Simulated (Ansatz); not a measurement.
A geometry relaxed with B3LYP-D3(BJ)/def2-TZVP (Ansatz, an electronic-structure program), charge 0, multiplicity 1:

```xyz
10

O     -0.0842     1.9964    -1.2133
H     -2.4340     0.3797     0.0286
H      1.5123    -1.2288    -0.2817
H     -1.6310    -1.1678    -0.3016
C     -1.5320    -0.2039     0.2057
C      1.5488    -0.1814     0.0289
Si    -0.0291     0.6959    -0.4226
H      1.6845    -0.1747     1.1142
H     -1.4402    -0.4134     1.2745
H      2.4067     0.3025    -0.4351
```

**Question.** Write the SMILES of this molecule.

**Answer.** `C[Si](C)=O`
